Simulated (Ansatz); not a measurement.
Program: Ansatz. Geometries: PBE0-D4/def2-TZVP. ΔE: electronic, gas phase. CCSD(T)/CBS is the MP2 limit (def2-TZVPP, def2-QZVPP) plus CCSD(T) − MP2 in def2-TZVPP, frozen cores. For Ga outer-core shells are correlated without core-valence functions, which leaves a few kJ/mol of doubt a bond. Scalar relativity is left out up to krypton. Each species was taken in one conformer, which may not be the lowest.

Reaction (redistribution): `CC[O][Ga]([CH3])[F]` + `CSBS` → `C[S][Ga]([CH3])[F]` + `CCOBS`

| species | MP2/CBS(def2) energy (Eh) |
| --- | --- |
| `CC[O][Ga]([CH3])[F]` | -2217.88374 |
| `CSBS` | -861.37338 |
| `C[S][Ga]([CH3])[F]` | -2501.23988 |
| `CCOBS` | -578.04180 |

(1) Work out ΔE.

Largest T1 diagnostic among the species: 0.013.

Results:

(1) ΔE = (-2501.23988) + (-578.04180) − (-2217.88374) − (-861.37338) = -0.02456 Eh = -0.67 eV. CCSD(T)/CBS gives -0.70 eV.

From PBE to PBE0 (25 % exact exchange), in def2-TZVPP and without D4, ΔE moves by −0.05 eV. In def2-TZVPP, CCSD(T) changes the Hartree–Fock value by +0.18 eV (the triples alone add +0.03 eV) and MP2 by +0.21 eV.
